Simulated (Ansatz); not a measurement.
A nudged elastic band was laid between two geometries of C2H5BrOSi (10 atoms, charge 0, multiplicity 1).

The calculation used Ansatz 0.2.0, RHF/def2-SVP.

| Property | Result |
| --- | --- |
| movable images | 9 |
| climbing image | yes |
| spring | 0.5 eV/Å² |
| optimiser | quadratic models (default) |
| start path | through a guess of the saddle point |
| force threshold | 0.05 eV/Å |
| iteration limit | 60 |
| end points | relaxed |

First end point:

```xyz
10
Properties=species:S:1:pos:R:3
Si -1.102 -0.973 1.140
O -0.345 -0.295 -0.178
C 0.669 0.564 -0.266
C 1.175 1.014 -1.399
Br 0.544 0.513 -3.097
H -0.125 -1.749 1.934
H -1.672 0.095 1.992
H -2.162 -1.845 0.613
H 1.103 0.914 0.667
H 1.998 1.711 -1.403
```

Last end point:

```xyz
10
Properties=species:S:1:pos:R:3
Si -1.260 -0.990 1.197
O -0.343 -0.309 -0.076
C 0.610 0.512 0.176
C 1.305 1.013 -1.039
Br 0.693 0.410 -2.800
H -0.352 -1.719 2.095
H -1.965 0.095 1.898
H -2.207 -1.903 0.538
H 2.355 0.740 -0.953
H 1.247 2.099 -1.033
```

Which bonds break or form, and what moves?

Bonds broken: C3–H9. Bonds formed: C4–H9.

What energy profile does the band end with?

The forces met the threshold. The highest image is number 5 of 0 to 10, 2.97 eV above the first end and 1.36 eV above the last; the last end lies 1.61 eV above the first. Neighbouring images differ by up to 1.3 eV, so the band resolves the path poorly. Another band between the same ends (9 images) ends at a top of the same energy, where a vibrational analysis finds 1 clearly imaginary mode. The orbitals stay closed-shell, which can raise the energy where a bond breaks towards radicals; this wasn't checked here.

```csv
image,path coordinate (Å),energy (eV),C3–H9 (Å),C4–H9 (Å)
0,0.00,0.00,1.09,2.07
1,0.41,0.00,1.09,2.07
2,0.82,0.17,1.08,2.02
3,1.18,0.84,1.08,1.90
4,1.53,2.10,1.12,1.67
5,1.88,2.97,1.27,1.37
6,2.20,2.38,1.56,1.16
7,2.53,1.81,1.88,1.10
8,2.85,1.67,2.01,1.09
9,3.18,1.63,2.06,1.09
10,3.51,1.61,2.09,1.09
```

What is the geometry of the highest image?


```xyz
10
Properties=species:S:1:pos:R:3
Si -1.155 -0.964 1.171
O -0.382 -0.311 -0.167
C 0.490 0.694 -0.050
C 1.092 1.117 -1.202
Br 0.679 0.543 -2.967
H -0.162 -1.585 2.071
H -1.903 0.087 1.888
H -2.075 -1.986 0.643
H 1.719 0.404 -0.211
H 1.782 1.949 -1.172
```

Time of the run: 4 min on 2 threads of AMD EPYC 7R13 Processor (Zen 3), on a shared host, peak memory 0.3 GiB.
